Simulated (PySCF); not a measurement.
Geometry:
```
atom   x (Å)   y (Å)   z (Å)
 Si1  -0.404  -0.017  -0.269
  C2  -0.421  -0.080   1.610
  C3   0.559  -0.563   2.383
  H4  -1.331   0.275   2.115
  H5   1.495  -0.940   1.957
  H6   0.474  -0.606   3.475
  C7   1.361   0.017  -0.918
  C8   2.396   0.618  -0.319
  H9   1.552  -0.468  -1.887
 H10   2.288   1.124   0.647
 H11   3.398   0.635  -0.763
 C12  -1.313   1.534  -0.829
 H13  -0.791   2.437  -0.475
 H14  -2.341   1.556  -0.433
 H15  -1.370   1.585  -1.927
 C16  -1.269  -1.539  -0.961
 H17  -2.322  -1.581  -0.641
 H18  -0.773  -2.459  -0.615
 H19  -1.251  -1.533  -2.063
```

Geometry: PBE0-D3(BJ)/def2-SVP; GIAO absolute shieldings from PySCF 2.14, gas phase, non-relativistic, averaged over equivalent atoms.

At PBE0/pcSseg-1 (186 basis functions, 77 s wall time on 1 thread of an AMD EPYC, shared host):
```tsv
atoms	σ (ppm)
Si1	365.6
C2/C7	39.6
C3/C8	40.2
C12/C16	183.8
H5/H6/H10/H11	24.97
H4/H9	24.99
H13/H14/H15/H17/H18/H19	31.11
```

Problem. Estimate the result of repeating the calculation with wB97X-D/pcSseg-1.

Solution. 
```csv
atoms,σ at wB97X-D/pcSseg-1,change
Si1,366.0,+0.4
C2/C7,39.7,+0.1
C3/C8,39.4,-0.8
C12/C16,183.9,+0.1
H5/H6/H10/H11,25.10,+0.13
H4/H9,25.15,+0.16
H13/H14/H15/H17/H18/H19,31.23,+0.12
```

The largest change is at C3/C8 (carbon bonded to C, 2 H). Cost: 186 basis functions, 64 s wall time on 1 thread of an AMD EPYC, shared host. The order of the carbon signals changes between the two levels.
